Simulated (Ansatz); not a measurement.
Reactions of CH6NOSbSi (`C=[N][SbH][SiH2]O`).

Isolated molecules relaxed with PBE0-D4/def2-TZVP in Ansatz; ΔE leaves out vibrations. CCSD(T)/CBS is the MP2 limit (def2-TZVPP, def2-QZVPP) plus CCSD(T) − MP2 in def2-TZVPP, frozen cores. This one scheme is used for every species. Elements past krypton have def2 core potentials. For Ge, Sb outer-core shells are correlated without core-valence functions, which leaves a few kJ/mol of doubt a bond. Scalar relativity is left out up to krypton. One conformer a species, not always the lowest.

Problem. Order these by ΔE at CCSD(T)/CBS, lowest first. (An estimate is asked.)
A. `C=[N][SbH][SiH2]O` + `CN[SiH2]Cl` → `CN([SiH2]O)[SiH2]Cl` + `C=[N][SbH2]`
B. `C=[N][SbH][SiH2]O` + `O[SiH](Cl)Cl` → `O[SiH2]O[SiH](Cl)Cl` + `C=[N][SbH2]`
C. `C=[N][SbH][SiH2]O` + `C[NH][GeH3]` → `C[N]([GeH3])[SiH2]O` + `C=[N][SbH2]`

Solution. B (-108.8 kJ/mol), C (-57.6 kJ/mol), A (-45.8 kJ/mol).

Largest T1 diagnostic: 0.015, for `C=[N][SbH2]`.
